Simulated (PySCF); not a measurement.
Potential energy surface of H2Ge, singlet: symmetric bend, bond length relaxed. Scanned: H-Ge-H angle. Other coordinates (Ge-H bond length) were minimised at B3LYP/def2-TZVP.

The free coordinates were minimised at B3LYP/def2-TZVP in PySCF; the energy column is CCSD(T) on RHF/cc-pVTZ, 9 core orbitals frozen in PySCF, in kJ/mol.

| a / ° | Ge-H bond length / Å | E |
|---|---|---|
| 160 | 1.573 | 227.7 |
| 150 | 1.603 | 175.3 |
| 140 | 1.606 | 124.7 |
| 130 | 1.603 | 80.7 |
| 120 | 1.599 | 45.2 |
| 110 | 1.597 | 19.3 |
| 100 | 1.597 | 3.9 |
| 90 | 1.599 | 0.0 |
| 80 | 1.605 | 8.1 |
| 70 | 1.614 | 29.0 |
| 60 | 1.627 | 62.3 |

The scan ran from 180.0 to 60.0; beyond the range shown the relaxed coordinates jump or full CI changes its symmetry label.
